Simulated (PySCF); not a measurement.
C7H7Cl.
Numbering: `[Cl:1][C@H:2]1[C@H:3]2[CH:4]=[CH:5][C@@H:6]1[CH:7]=[CH:8]2` (hydrogens: H9 on C2; H10 on C3; H11 on C4; H12 on C5; H13 on C6; H14 on C7; H15 on C8)

The closed-shell ground state was solved at several levels (PySCF, density fitting, gas phase, non-relativistic). Geometry: GFN2-xTB; no solvent, vibrations or thermal averaging.

| level | basis functions | HOMO (eV) | LUMO (eV) | gap (eV) | dipole (D) |
| --- | --- | --- | --- | --- | --- |
| PBE0/pcSseg-1 | 178 | -6.77 | -0.67 | 6.10 | 2.10 |
| PBE0/def2-SVPD | 223 | -6.78 | -0.75 | 6.03 | 2.15 |

Estimate the row for CAM-B3LYP/def2-SVPD, a basis of 223 functions; the other rows only guide the guess.

HOMO -8.10 eV, LUMO 0.38 eV, gap 8.48 eV, dipole 2.15 D.

Over all these levels, which gives the widest orbital gap and which the narrowest?

CAM-B3LYP/def2-SVPD (range-separated hybrid) has the widest, 8.48 eV, and PBE0/def2-SVPD (global hybrid, 25 % exact exchange) the narrowest, 6.03 eV. The two share the basis. From the narrowest to the widest the HOMO moves by -1.32 eV and the LUMO by +1.13 eV.

How far do the dipole and the HOMO energy spread over the levels?

The dipole runs from 2.10 to 2.15 D (mean 2.13 D) and the HOMO from -8.10 to -6.77 eV.
